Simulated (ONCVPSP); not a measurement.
Logarithmic derivatives: Cs, ONCV

caesium (Cs), optimised norm-conserving Vanderbilt (ONCV), made with ONCVPSP 4.0.1 (PBE, scalar-relativistic). Core [Kr] 4d10, reference 5s2 5p6 5d1. Waves: 5s: rc 2.90 bohr, ncon 4, nbas 9, qcut 4.8 1/bohr, 2 projectors, debl 0.4 Ha; 5p: rc 2.05 bohr, ncon 4, nbas 7, qcut 4.6 1/bohr, 2 projectors, debl 3.6 Ha; 5d: rc 4.00 bohr, ncon 5, nbas 8, qcut 2.3 1/bohr, 2 projectors, debl 2.3 Ha. Local part: polynomial inside 1.50 bohr (lpopt 5, dvloc0 3 Ha). Core correction: none.

In the s channel the program set the typed energies aside and used -0.988, 0.250 Ha.

The phase is arctan(r·R′/R) of the radial function R(r), unwrapped; energies in Ha, scanned from -2 to 5 Ha. A pole is an energy at which the radial function vanishes at the test radius. The pseudo phase is shifted by a multiple of π to meet the all-electron one at the reference energy, and phase errors are pseudo minus all-electron; the curves can meet again beyond the range given. Levels narrower than the energy grid can be missing from the lists of poles.

```csv
channel,radius (bohr),reference energy (Ha),"poles, all-electron","poles, pseudo",unbroken range about the reference energy with phases within 0.05 rad,phase error 1 Ha above the reference energy (rad)
s,2.94,-0.99,"-0.87, 2.05","-0.87, 1.81, 2.30",below 1.9,-0.000
p,2.08,-0.50,0.92,0.92,the whole range,-0.001
d,4.07,-0.02,"0.22, 1.60, 3.81","0.22, 1.61, 3.62, 4.59",below 0.6,+0.014
```

Note: no bound ghost flagged; GHOST(+) flagged for s at 52.9 eV, p at 185.9 eV.

Phases in the p channel:

| E (Ha) | all-electron | pseudo |
| --- | --- | --- |
| -1.98 | 1.059 | 1.057 |
| -1.80 | 0.983 | 0.980 |
| -1.62 | 0.874 | 0.871 |
| -1.44 | 0.712 | 0.709 |
| -1.26 | 0.460 | 0.457 |
| -1.08 | 0.084 | 0.081 |
| -0.90 | -0.366 | -0.367 |
| -0.72 | -0.746 | -0.746 |
| -0.54 | -1.002 | -1.002 |
| -0.36 | -1.168 | -1.168 |
| -0.18 | -1.279 | -1.279 |
| 0.00 | -1.359 | -1.359 |
| 0.18 | -1.419 | -1.419 |
| 0.36 | -1.466 | -1.466 |
| 0.54 | -1.505 | -1.505 |
| 0.72 | -1.538 | -1.538 |
| 0.90 | -1.567 | -1.568 |
| 1.08 | -1.594 | -1.595 |
| 1.26 | -1.619 | -1.620 |
| 1.44 | -1.644 | -1.645 |
| 1.62 | -1.669 | -1.670 |
| 1.80 | -1.695 | -1.696 |
| 1.98 | -1.723 | -1.724 |
| 2.16 | -1.754 | -1.755 |
| 2.34 | -1.791 | -1.792 |
| 2.52 | -1.835 | -1.836 |
| 2.70 | -1.891 | -1.891 |
| 2.88 | -1.965 | -1.966 |
| 3.06 | -2.071 | -2.071 |
| 3.24 | -2.231 | -2.231 |
| 3.42 | -2.489 | -2.490 |
| 3.60 | -2.897 | -2.905 |
| 3.78 | -3.399 | -3.416 |
| 3.96 | -3.806 | -3.826 |
| 4.14 | -4.062 | -4.081 |
| 4.32 | -4.219 | -4.238 |
| 4.50 | -4.323 | -4.341 |
| 4.68 | -4.394 | -4.413 |
| 4.86 | -4.447 | -4.466 |
